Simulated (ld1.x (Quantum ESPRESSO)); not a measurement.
# vanadium (V) PAW: all-electron and pseudo phase curves

| Quantity | Value |
| --- | --- |
| Element | vanadium (V) |
| Generator | ld1.x (Quantum ESPRESSO) 7.5 |
| Type | PAW |
| Functional | LDA (PZ) |
| Relativity | scalar-relativistic |
| Frozen core | [Ne] |
| Valence charge | 13 |
| Reference configuration | 3s2 3p6 3d3 4s1.5 4p0.5 |
| Partial waves | 3s (bound): rcut 1.40, rcutus 1.55 bohr; 4s (bound): rcut 1.40, rcutus 1.55 bohr; 3p (bound): rcut 1.45, rcutus 1.65 bohr; 4p (bound): rcut 1.45, rcutus 1.65 bohr; 3d (bound): rcut 2.05, rcutus 2.60 bohr; 3d channel at 3.2 Ry: rcut 2.05, rcutus 2.60 bohr |
| Local potential | all-electron potential smoothed inside 1.25 bohr (lloc = -1) |
| Core correction | a·sin(br)/r model core, default radius (ld1.x builds one for every PAW set, though the input has nlcc=.false.) |
| Augmentation charge | BG, radius 1.15 bohr |

The phase is arctan(r·u′/u) with u = r·R(r), unwrapped; energies in Ry, scanned from -7 to 5 Ry. A pole is an energy at which the radial function vanishes at the test radius. The pseudo phase is shifted by a multiple of π to meet the all-electron one at the reference energy, and phase errors are pseudo minus all-electron; the curves can meet again beyond the range given. Levels narrower than the energy grid can be missing from the lists of poles.

```json
{"channel": "s", "radius (bohr)": "2.85", "reference energy (Ry)": "-0.39", "poles, all-electron": "-5.18, 1.34", "poles, pseudo": "-5.18, 1.34", "unbroken range about the reference energy with phases within 0.05 rad": "below 4.4", "phase error 1 Ry above the reference energy (rad)": "+0.000"}
{"channel": "p", "radius (bohr)": "2.85", "reference energy (Ry)": "-0.14", "poles, all-electron": "-3.26, 2.18", "poles, pseudo": "-3.26, 2.10", "unbroken range about the reference energy with phases within 0.05 rad": "-4.6 to 3.5", "phase error 1 Ry above the reference energy (rad)": "-0.005"}
{"channel": "d", "radius (bohr)": "2.85", "reference energy (Ry)": "-0.45", "poles, all-electron": "-0.29, 3.58", "poles, pseudo": "-0.29, 3.58", "unbroken range about the reference energy with phases within 0.05 rad": "the whole range", "phase error 1 Ry above the reference energy (rad)": "+0.009"}
```

The ghost test of this file was not conclusive. Its overlap operator is not positive definite in a basis up to 400 Ry (lowest eigenvalue p -1.23), so the file is unfit for use: the generalised eigenproblem breaks down once the basis is large enough, and its test numbers describe a broken file.

Phases in the d channel:

```tsv
E (Ry)	all-electron	pseudo
-7.00	1.438	1.438
-6.48	1.433	1.433
-5.96	1.427	1.427
-5.44	1.420	1.420
-4.92	1.412	1.413
-4.40	1.403	1.403
-3.88	1.392	1.393
-3.36	1.379	1.379
-2.84	1.361	1.362
-2.32	1.338	1.339
-1.80	1.303	1.304
-1.28	1.240	1.241
-0.76	1.004	1.007
-0.24	-1.631	-1.630
0.28	-1.899	-1.894
0.80	-2.171	-2.156
1.32	-3.031	-2.984
1.84	-4.156	-4.142
2.36	-4.485	-4.483
2.88	-4.616	-4.616
3.40	-4.692	-4.692
3.92	-4.749	-4.748
4.44	-4.803	-4.799
4.96	-4.868	-4.857
```
